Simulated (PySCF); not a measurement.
Cartesian coordinates (Å):
```xyz
15

W      0.2855     0.1527     0.0192
F      1.1852    -1.5291     0.3386
F     -0.8464    -0.0748     1.5782
N      1.1828     0.8104    -1.6207
H      0.8197     0.6724    -2.5708
H      1.9709     1.4680    -1.6226
N     -0.8021     1.7987    -0.0280
H     -0.7588     2.5616    -0.7121
H     -1.5143     1.9773     0.6928
N     -0.8305    -1.0228    -1.1437
H     -1.7344    -0.7702    -1.5592
H     -0.5983    -2.0042    -1.3310
N      1.8467     0.8235     1.0642
H      1.9394     1.7627     1.4676
H      2.6339     0.2243     1.3356
```
Charge 0, spin multiplicity 1.

What total energy, HOMO, dipole moment, charge on the central atom (Mulliken) and LUMO does TPSSh-D3(BJ)/def2-TZVP // BP86-D3(BJ)/def2-SVP (PySCF) give?


- total energy: -491.0056 Ha
- HOMO: -6.34 eV
- dipole moment: 1.032 e·Å
- charge on the central atom (Mulliken): 1.43 e
- LUMO: -2.48 eV
